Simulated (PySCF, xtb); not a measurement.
SnF4, SMILES [F][Sn]([F])([F])[F].

Harmonic wavenumbers (cm⁻¹) from GFN2-xTB (xtb 6.7.1) at its own minimum, in rising order: 74, 74, 97, 97, 97, 240, 450, 450, 450.

Q: What does PBE0-D3(BJ)/def2-SVP (PySCF 2.14.0) give at its own minimum? (The exact figures need the calculation; the answer reports its results.)

A: 136, 136, 183, 183, 183, 647, 695, 695, 695. Paired by order, the mean absolute difference is 169 cm⁻¹ and the zero-point energies are 2.9 and 5.1 kcal/mol.
